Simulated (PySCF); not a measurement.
Peak assignment

Molfile (atoms numbered from 1):
```
C5H9ClO
     RDKit          3D

 16 15  0  0  0  0  0  0  0  0999 V2000
    2.0189    0.6457   -0.0028 C   0  0  0  0  0  0  0  0  0  0  0  0
    1.2206    0.2679   -1.0971 O   0  0  0  0  0  0  0  0  0  0  0  0
    0.3122   -0.7706   -0.7958 C   0  0  0  0  0  0  0  0  0  0  0  0
   -0.8070   -0.3138    0.1101 C   0  0  0  0  0  0  0  0  0  0  0  0
   -1.6704    0.7707   -0.4557 C   0  0  0  0  0  0  0  0  0  0  0  0
   -1.0133   -0.7920    1.3289 C   0  0  0  0  0  0  0  0  0  0  0  0
   -0.0664   -2.0330    2.0641 Cl  0  0  0  0  0  0  0  0  0  0  0  0
    2.6958    1.4160   -0.3673 H   0  0  0  0  0  0  0  0  0  0  0  0
    1.4146    1.0470    0.8190 H   0  0  0  0  0  0  0  0  0  0  0  0
    2.6016   -0.2043    0.3721 H   0  0  0  0  0  0  0  0  0  0  0  0
    0.8431   -1.6222   -0.3502 H   0  0  0  0  0  0  0  0  0  0  0  0
   -0.1035   -1.0725   -1.7618 H   0  0  0  0  0  0  0  0  0  0  0  0
   -2.3285    1.1942    0.2977 H   0  0  0  0  0  0  0  0  0  0  0  0
   -1.0367    1.5533   -0.8689 H   0  0  0  0  0  0  0  0  0  0  0  0
   -2.2747    0.3707   -1.2692 H   0  0  0  0  0  0  0  0  0  0  0  0
   -1.8139   -0.4482    1.9655 H   0  0  0  0  0  0  0  0  0  0  0  0
  1  2  1  0
  2  3  1  0
  3  4  1  0
  4  5  1  0
  4  6  2  0
  6  7  1  0
  1  8  1  0
  1  9  1  0
  1 10  1  0
  3 11  1  0
  3 12  1  0
  5 13  1  0
  5 14  1  0
  5 15  1  0
  6 16  1  0
M  END
```

Rapidly exchanging positions averaged, no solvent model, a single conformation, non-relativistic. Shielding tensors at PBE0/pcSseg-1 (GIAO); geometry: GFN2-xTB; PySCF 2.14.

Chemical shifts δ = σref − σ; 13C, 1H against TMS, all at this level.

Question: Assign these signals to the numbered atoms. 13C{1H} NMR (computed): δ 144.3 (C), 128.3 (CH), 72.3 (CH2), 57.9 (CH3), 21.0 (CH3).

Answer: 
144.3 → C4, fully substituted alkene carbon: an sp2 carbon of a C=C bond
128.3 → C6, alkene CH: an sp2 carbon of a C=C bond
72.3 → C3, allylic sp3 CH2 bonded to O: the inductive effect lowers its shielding
57.9 → C1, methyl carbon bonded to O: the inductive effect lowers its shielding
21.0 → C5, allylic methyl carbon: saturated and bonded to C and H only

Question: Assign these signals to the numbered atoms. 1H NMR (400 MHz, computed): δ 6.19 (s, 1H), 4.36 (s, 2H), 3.35 (s, 3H), 1.89 (s, 3H).

Answer: 
6.19 → H16, hydrogen on an alkene CH: olefinic region
4.36 → H11/H12, hydrogen on an allylic sp3 CH2 bonded to O: its carbon carries O, hence the downfield position
3.35 → H8/H9/H10, hydrogen on a methyl carbon bonded to O: its carbon carries O, which withdraws density
1.89 → H13/H14/H15, hydrogen on an allylic methyl carbon: allylic position

Carbons that carry Cl, above all several Cl atoms, come out too deshielded, partly because spin–orbit coupling is missing. Shifts are as computed. Against solution values, carbons near 30 ppm lie about +3 ppm off and those near 130 ppm about +5 ppm; carbons on Cl a further +6 ppm (rms about the fit 2.1 ppm; single classes can miss by 10 ppm). Of 1328 compounds with measured shifts, 309 miss one by over three times the rms of a fit or turn the order of signals round; such compounds aren't used in these exercises. Signals without a measured value on file couldn't be tested in this way; 1H shifts scatter by 0.2 ppm about their fit, and single ones miss by 0.5 ppm. No couplings were computed; multiplicities are counted from neighbouring protons, with m where these are inequivalent, close in shift, in a saturated or five-membered ring or joined by F or P, and br s for small geminal =CH2 splittings.
